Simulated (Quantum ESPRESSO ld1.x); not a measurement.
Task: The mean radii <r> (bohr) of the occupied orbitals of an atom or ion are listed with their occupations. Calculated with ld1.x of Quantum ESPRESSO 7.5: Dirac Kohn-Sham, PW91, spin-unpolarised, spherical densities, point nucleus.

| orbital | occ. | <r> |
|---|---|---|
| 1s1/2 | 2 | 0.02655 |
| 2s1/2 | 2 | 0.1085 |
| 2p1/2 | 0.333333 | 0.09040 |
| 2p3/2 | 0.666667 | 0.09557 |

Name the element and its charge. Open shells, if any, are shared by 2j + 1.

Result: Z = 54, xenon, charge +49: Xe49+ in [He] 2s2 2p1. The 1s radius gives Z: for a bare nucleus <r> = (2 gamma + 1)/(2Z) with gamma = sqrt(1 - (Z/c)^2), 0.02628 bohr for Z = 54, and screening makes it slightly larger (0.02655 here). The occupations add up to 5, and the charge is Z minus that.
